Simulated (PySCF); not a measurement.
H3Sb, SMILES [SbH3]. Geometry optimised at B3LYP-D3(BJ)/def2-TZVPD. The def2 effective core potentials stand for the cores of Sb; spin–orbit coupling is left out.

Computed equilibrium geometry at B3LYP-D3(BJ)/def2-TZVPD (PySCF confirms it by a frequency run) as Cartesian coordinates in Å, and its point group:
point group C3v.
```xyz
4

Sb     0.0000     0.0000     0.0536
H      1.2265    -0.7081    -0.9115
H     -1.2265    -0.7081    -0.9115
H      0.0000     1.4163    -0.9115
```
Charge 0, spin multiplicity 1.
